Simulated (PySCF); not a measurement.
**Exercise with solution: entropy of an ideal gas**

B(Cl)(OH)(NH2) (BClH3NO), SMILES ClB(O)N.

Geometry: B3LYP-D3(BJ)/def2-SVP. The values are those of a single conformer.

B3LYP-D3(BJ)/def2-SVP (PySCF) gives the harmonic wavenumbers 322, 374, 387, 427, 547, 584, 620, 902, 998, 1251, 1455, 1598, 3613, 3725, 3883 cm⁻¹ and the rotational temperatures 0.4568, 0.2197, 0.1484 K. The molar mass is 79.29 g/mol, the symmetry number 1, the spin multiplicity 1.

### Question
Work out the entropy at 298.15 K and 1 atm in the rigid-rotor, harmonic-oscillator model.

### Answer

Translation (Sackur–Tetrode at 1 atm): S = R[1.5 ln M + 2.5 ln T − 1.16487] = 163.3 J/(mol K).
Rotation: q = (√π/σ) T^1.5/√(θA θB θC) = 74800, S = R[ln q + 3/2] = 105.8 J/(mol K).
Vibration: with u = 1.4388 ν/T, each mode gives R[u/(e^u − 1) − ln(1 − e^−u)]:
| ν (cm⁻¹) | modes | u | S (J/(mol K)) |
|---|---|---|---|
| 322 | 1 | 1.55 | 5.44 |
| 374 | 1 | 1.80 | 4.45 |
| 387 | 1 | 1.87 | 4.23 |
| 427 | 1 | 2.06 | 3.63 |
| 547 | 1 | 2.64 | 2.30 |
| 584 | 1 | 2.82 | 2.00 |
| 620 | 1 | 2.99 | 1.74 |
| 902 | 1 | 4.35 | 0.58 |
| 998 | 1 | 4.82 | 0.39 |
| 1251 | 1 | 6.04 | 0.14 |
| 1455 | 1 | 7.02 | 0.06 |
| 1598 | 1 | 7.71 | 0.03 |
The stiffer modes add less than 0.005 each. Sum 25.0 J/(mol K).
Spin: R ln 1 = 0.0 J/(mol K).
Total 294.1 J/(mol K); the program's own thermochemistry gives 294.1. Translation makes up 56 % and vibration 9 %. Anharmonicity, hindered rotation and orbital degeneracy are left out.
